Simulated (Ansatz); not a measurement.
One change: `O=CN[SiH2]O` becomes `O=CN[SiH3]`.

Ansatz, PBE0-D4/def2-TZVP geometries, multiplicity 1. Each molecule was computed in one conformer, which needn't be the lowest.

```csv
property,`O=CN[SiH2]O`
HOMO energy (B3LYP/def2-TZVPP) / eV,-7.77
HOMO–LUMO gap (PBE0/def2-TZVPP) / eV,7.73
LUMO energy (PBE/def2-TZVPP) / eV,-1.34
HOMO energy (PBE/def2-TZVPP) / eV,-6.38
HOMO energy (ωB97M-V/def2-TZVPP) / eV,-10.45
HOMO energy (PBE0/def2-TZVPP) / eV,-8.02
```

Give the same properties after the change, and the shifts. (Estimate.)

Computed: 
```csv
property,`O=CN[SiH3]`,shift
HOMO energy (B3LYP/def2-TZVPP) / eV,-7.63,0.14
HOMO–LUMO gap (PBE0/def2-TZVPP) / eV,7.88,0.15
LUMO energy (PBE/def2-TZVPP) / eV,-1.10,0.24
HOMO energy (PBE/def2-TZVPP) / eV,-6.26,0.12
HOMO energy (ωB97M-V/def2-TZVPP) / eV,-10.31,0.14
HOMO energy (PBE0/def2-TZVPP) / eV,-7.87,0.15
```

With PBE0 the HOMO rises by 0.15 eV and the LUMO rises by 0.29 eV, so the gap widens by about 0.14 eV. PBE moves the HOMO by 0.12 eV and ωB97M-V by 0.14 eV.

B3LYP here is the variant with VWN-RPA as its local correlation; programs differ in this.
